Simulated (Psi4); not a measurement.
Method: SAPT0/jun-cc-pVDZ, frozen core run with Psi4.

Psi4 input:

```
molecule {
0 1
Ge -0.00000089 0.00000257 0.00000144
H -0.57756045 -0.54265723 1.31561210
H 0.22060092 1.51488006 0.12399874
H 1.34021206 -0.69014702 -0.29395249
H -0.98325164 -0.28207837 -1.14565979
--
0 1
Br 1.19816526 -0.93136714 -3.69122210
Br 1.35984602 1.29425254 -3.07220956
units angstrom
symmetry c1
no_reorient
no_com
}
set basis jun-cc-pvdz
set scf_type df
set freeze_core true
energy('sapt0')
```

Part of the output:

```
    SAPT Results
  --------------------------------------------------------------------------------------------------------
    Electrostatics                 -3.70177192 [mEh]      -2.32289695 [kcal/mol]      -9.71900084 [kJ/mol]
      Elst10,r                     -3.70177192 [mEh]      -2.32289695 [kcal/mol]      -9.71900084 [kJ/mol]

    Exchange                        9.51593526 [mEh]       5.97133953 [kcal/mol]      24.98408458 [kJ/mol]
      Exch10                        9.51593526 [mEh]       5.97133953 [kcal/mol]      24.98408458 [kJ/mol]
      Exch10(S^2)                   9.46258211 [mEh]       5.93785992 [kcal/mol]      24.84400592 [kJ/mol]

    Induction                      -0.82987495 [mEh]      -0.52075439 [kcal/mol]      -2.17883639 [kJ/mol]
      Ind20,r                      -6.71399716 [mEh]      -4.21309682 [kcal/mol]     -17.62759710 [kJ/mol]
      Exch-Ind20,r                  6.30721540 [mEh]       3.95783742 [kcal/mol]      16.55959176 [kJ/mol]
      delta HF,r (2)               -0.42309320 [mEh]      -0.26549499 [kcal/mol]      -1.11083105 [kJ/mol]

    Dispersion                     -4.10718830 [mEh]      -2.57729957 [kcal/mol]     -10.78342138 [kJ/mol]
      Disp20                       -4.71611003 [mEh]      -2.95940373 [kcal/mol]     -12.38214519 [kJ/mol]
      Exch-Disp20                   0.60892174 [mEh]       0.38210416 [kcal/mol]       1.59872380 [kJ/mol]
      Disp20 (SS)                  -2.35805502 [mEh]      -1.47970186 [kcal/mol]      -6.19107259 [kJ/mol]
      Disp20 (OS)                  -2.35805502 [mEh]      -1.47970186 [kcal/mol]      -6.19107259 [kJ/mol]
      Exch-Disp20 (SS)              0.31096611 [mEh]       0.19513418 [kcal/mol]       0.81644142 [kJ/mol]
      Exch-Disp20 (OS)              0.29795562 [mEh]       0.18696998 [kcal/mol]       0.78228238 [kJ/mol]

  Total HF                          4.98428839 [mEh]       3.12768818 [kcal/mol]      13.08624736 [kJ/mol]
  Total SAPT0                       0.87710009 [mEh]       0.55038862 [kcal/mol]       2.30282598 [kJ/mol]
```
